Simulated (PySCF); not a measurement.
## C₆ coefficients of unlike pairs at UHF

Calculated with PySCF 2.14 from the dipole response of each species, C₆(A,B) = (3/π) ∫ α_A(iu) α_B(iu) du, in atomic units, from isotropic polarisabilities. For ions this is the dispersion term alone; charge-induced terms of lower order in 1/R come first.

```tsv
species	configuration	basis	relativity	α (bohr³)	C₆ (like pair)
Bi	[Xe] 4f14 5d10 6s2 6p3 (4S)	aug-cc-pwCVTZ-DK3 (11s10p8d5f1g)	spin-free X2C	49.90	604.8
Re⁺	[Xe] 4f14 5d5 6s1 (7S)	x2c-TZVPPall with one added diffuse shell each of s, p, d, f type (12s8p8d4f1g)	spin-free X2C	37.74	323.4
Sb²⁺	[Kr] 4d10 5s2 5p1 (2P)	def2-QZVPPD with the def2 core potential (28 electrons) (8s6p5d4f1g)	core potential	16.97	108.4
Rh²⁺	[Kr] 4d7 (4F)	aug-cc-pwCVTZ-PP with ECP28MDF (8s8p7d4f3g)	core potential	6.711	35.13
```

(1) Estimate C₆ for Re⁺ with Bi.

No spin-orbit coupling is included, so Bi, close to jj coupling, stand for model states.

The other pairs:

```tsv
pair	C₆
Rh²⁺, Bi	129.1
Sb²⁺, Bi	251.7
Rh²⁺, Sb²⁺	58.74
Sb²⁺, Re⁺	184.0
Rh²⁺, Re⁺	95.08
```

Answers

(1) The integral gives 441.8. The combination rule 2 C_A C_B / (C_A α_B/α_A + C_B α_A/α_B) gives 442.0 and the geometric mean 442.3.
